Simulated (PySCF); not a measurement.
# Working out the ionisation energy of Fe⁴⁺

Fe⁴⁺ [Ar] 3d4 (5D) → Fe⁵⁺ [Ar] 3d3 (4F). Calculation: PySCF 2.14, in an even-tempered Gaussian basis (21 s from 0.13 bohr⁻², ratio 2.5; 14 p from 0.17 bohr⁻², ratio 2.5; 10 d from 0.17 bohr⁻², ratio 2.5; 5 f from 0.97 bohr⁻², ratio 2.7; 4 g from 1.4 bohr⁻², ratio 2.7); scalar relativity by spin-free X2C-1e. Frozen: [Ne]; the 40 highest virtual orbitals dropped. Energies in hartree (1 hartree = 27.21139 eV):

```csv
part,Fe⁴⁺ (lower),Fe⁵⁺ (upper)
UHF,-1267.558000,-1264.832453
MP2 opposite-spin,-0.290908,-0.272483
MP2 same-spin,-0.134289,-0.105823
```

Q: What does Hartree-Fock give?

A: (-1264.832453) − (-1267.558000) = 2.725547 hartree = 74.166 eV.

Q: What do MP2 and SCS-MP2 (6/5 opposite-spin, 1/3 same-spin) give?

A: The opposite-spin parts differ by 0.501 eV and the same-spin parts by 0.775 eV. MP2: 74.166 + (0.501) + (0.775) = 75.442 eV. SCS-MP2: 74.166 + 1.2 × (0.501) + (0.775)/3 = 75.026 eV.

A first-order spin-orbit estimate adds -0.047 eV to MP2 (outer shells), giving 75.395 eV against 75 ± 0.15 eV (semi-empirical (NIST evaluation); NIST Atomic Spectra Database, ionization energies).

What remains against the reference includes basis incompleteness, the frozen core and correlation beyond second order.
